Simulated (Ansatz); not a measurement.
CH$_{5}$NO$_{2}$Si (`N[SiH2]C(=O)O`). Total charge 0; spin multiplicity 1. The structure was optimised at the PBE0-D4/def2-TZVP level. It is one conformer, not always the lowest.

```xyz
10

N    -1.245    1.007   -0.854
Si    0.386    0.571   -0.598
C     0.762   -0.801    0.702
O     1.887   -1.164    0.933
O    -0.305   -1.329    1.333
H    -1.744    1.539   -0.159
H    -1.866    0.385   -1.345
H     0.954    0.039   -1.858
H     1.136    1.749   -0.103
H     0.037   -1.997    1.950
```

(1) What is the dipole moment at ωB97M-V/def2-TZVPP? (An estimate is asked.)

(2) And with PBE, r2SCAN, B3LYP? (An estimate is asked.)

(3) Give the Mulliken charges with ωB97M-V, PBE, r2SCAN in def2-TZVPP. (An estimate is asked.)

## Answers

(1) Computed: 2.84 D, with components (-2.83, 0.16, 0.14) D in this frame, pointing from negative to positive charge.

(2) Ansatz gave: PBE 2.76 D, r2SCAN 2.83 D, B3LYP 2.80 D.

(3) Ansatz gave: 
| atom | ωB97M-V | PBE | r2SCAN |
| --- | --- | --- | --- |
| N1 | -0.35 | -0.37 | -0.43 |
| Si2 | 0.35 | 0.32 | 0.43 |
| C3 | 0.19 | 0.14 | 0.23 |
| O4 | -0.32 | -0.26 | -0.34 |
| O5 | -0.26 | -0.22 | -0.29 |
| H6 | 0.12 | 0.15 | 0.16 |
| H7 | 0.12 | 0.15 | 0.16 |
| H8 | -0.02 | -0.05 | -0.06 |
| H9 | -0.02 | -0.05 | -0.06 |
| H10 | 0.19 | 0.18 | 0.21 |

B3LYP here is the variant with VWN-RPA as its local correlation; programs differ in this.
